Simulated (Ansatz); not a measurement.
Start from `FC(F)(F)C1=CC(C(F)(F)F)=[O+][Al-]([F])([Cl])[O]1` and change one atom or group to get `[OH][Zn-]1[O]C(C(F)(F)F)=CC(C(F)(F)F)=[O+]1`.

Ansatz, PBE0-D4/def2-TZVP geometries, multiplicity 1. Each molecule was computed in one conformer, which needn't be the lowest.

Scalar relativity is left out up to krypton.

```csv
property,`FC(F)(F)C1=CC(C(F)(F)F)=[O+][Al-]([F])([Cl])[O]1`
LUMO energy (ωB97M-V/def2-TZVPP) / eV,-1.72
LUMO energy (PBE0/def2-TZVPP) / eV,-3.86
HOMO–LUMO gap (ωB97M-V/def2-TZVPP) / eV,9.42
HOMO energy (PBE/def2-TZVPP) / eV,-7.71
size of the dipole moment (B3LYP/def2-TZVPP) / D,3.65
HOMO energy (B3LYP/def2-TZVPP) / eV,-8.77
```

Question: Give the same properties after the change, and the shifts. (Estimate.)

Answer: The calculation gave: 
```csv
property,`[OH][Zn-]1[O]C(C(F)(F)F)=CC(C(F)(F)F)=[O+]1`,shift
LUMO energy (ωB97M-V/def2-TZVPP) / eV,-1.02,0.70
LUMO energy (PBE0/def2-TZVPP) / eV,-3.14,0.72
HOMO–LUMO gap (ωB97M-V/def2-TZVPP) / eV,9.42,0.00
HOMO energy (PBE/def2-TZVPP) / eV,-6.63,1.08
size of the dipole moment (B3LYP/def2-TZVPP) / D,1.90,-1.75
HOMO energy (B3LYP/def2-TZVPP) / eV,-7.94,0.83
```

With PBE0 the HOMO rises by 0.83 eV and the LUMO rises by 0.72 eV, so the gap narrows by about 0.11 eV. PBE moves the HOMO by 1.08 eV and ωB97M-V by 0.71 eV. Dipoles are sizes alone; their direction can turn.

B3LYP here is the variant with VWN-RPA as its local correlation; programs differ in this.
